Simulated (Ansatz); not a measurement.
Geometry optimisation of SnSe₂⁻.

```yaml
crystal:
  periodic: [false, false, false]
  atoms:
    - {symbol: Sn, position_ang: [-0.040260, 0.004909, -0.688209]}
    - {symbol: Se, position_ang: [2.175287, -0.445974, 0.214878]}
    - {symbol: Se, position_ang: [-2.135037, 0.441075, 0.473332]}
basis:
  gaussian: {orbitals: def2-TZVPD}
total_charge: -1
magnetization: {spin_polarized: true, initial_magnetization: 3}
hamiltonian: {xc: r2scan, dispersion: d4}
scf: {lower_state_search: "off"}
output: {orbitals: {seedname: orbitals}}
relax: {f_tol: 0.02, max_steps: 100}
```

```sh
$ ansatz run in.yaml --threads 2 --pin off --events-out ev --progress --plain --max-ram 4352MiB
```

Output, abridged:

```
Functional definition: r2SCAN
mean field -136534.27787770 eV, -5017.5421657479 hartree, gradient 3.7e-6 eV, S^2 3.762759; 0 other end points of the search recorded, 0 dependent functions left out
relax step   1: F+E_penalty+E_count = -136534.30228832 eV  Δ(F+E_penalty+E_count) = +0.000e0 eV  max|allowed force component| = 1.518e0 eV/Å  Δτ_max = 0.0000 Å  (18 SCF iters, accepted)
mean field -136534.49573692 eV, -5017.5501719267 hartree, gradient 6.5e-6 eV, S^2 3.765242; 0 other end points of the search recorded, 0 dependent functions left out
relax step   2: F+E_penalty+E_count = -136534.52001900 eV  Δ(F+E_penalty+E_count) = -2.177e-1 eV  max|allowed force component| = 3.119e-1 eV/Å  Δτ_max = 0.1970 Å  (30 SCF iters, accepted)
mean field -136534.56767748 eV, -5017.5528156934 hartree, gradient 2.5e-6 eV, S^2 3.765630; 0 other end points of the search recorded, 0 dependent functions left out
relax step   3: F+E_penalty+E_count = -136534.59267174 eV  Δ(F+E_penalty+E_count) = -7.265e-2 eV  max|allowed force component| = 2.296e-1 eV/Å  Δτ_max = 0.1946 Å  (29 SCF iters, accepted)
mean field -136534.57857602 eV, -5017.5532162075 hartree, gradient 2.4e-6 eV, S^2 3.765504; 0 other end points of the search recorded, 0 dependent functions left out
relax step   4: F+E_penalty+E_count = -136534.60370179 eV  Δ(F+E_penalty+E_count) = -1.103e-2 eV  max|allowed force component| = 1.583e-1 eV/Å  Δτ_max = 0.0394 Å  (25 SCF iters, accepted)
mean field -136534.59078124 eV, -5017.5536647411 hartree, gradient 1.4e-6 eV, S^2 3.765383; 0 other end points of the search recorded, 0 dependent functions left out
relax step   5: F+E_penalty+E_count = -136534.61625078 eV  Δ(F+E_penalty+E_count) = -1.255e-2 eV  max|allowed force component| = 9.801e-3 eV/Å  Δτ_max = 0.1214 Å  (30 SCF iters, accepted)
Total energy: -136534.61629112 eV, -5017.5546022117 hartree
Atom 0 at    -0.066779     0.008141    -1.141558 Å, force    -0.000060     0.000007    -0.001028 eV/Å
Atom 1 at     1.889597    -0.386067     0.459478 Å, force     0.009801    -0.002014    -0.000072 eV/Å
Atom 2 at    -1.822829     0.377937     0.682081 Å, force    -0.009741     0.002007     0.001100 eV/Å
Dipole moment:    -0.012553     0.001530    -0.214603 e Å
Checks for a lower state left out: stability, starts, cluster_reference, orbital_swaps, neighbouring_geometries, increment
```

Run time 43 s (2 threads of Arm Neoverse V2 on a shared host).

In the def2 sets Sn takes a core potential; there is no spin–orbit coupling. The highest occupied level of the charge -1 quartet lies above zero (up to 0.89 eV). The electron is either unbound and held by the finite basis, or the level is raised by self-interaction error. At r2SCAN-D4/def2-TZVPD a doublet of charge -1 lies 2.05 eV below the quartet, each at its own geometry. The structure comes from a short search, and lower isomers may exist.
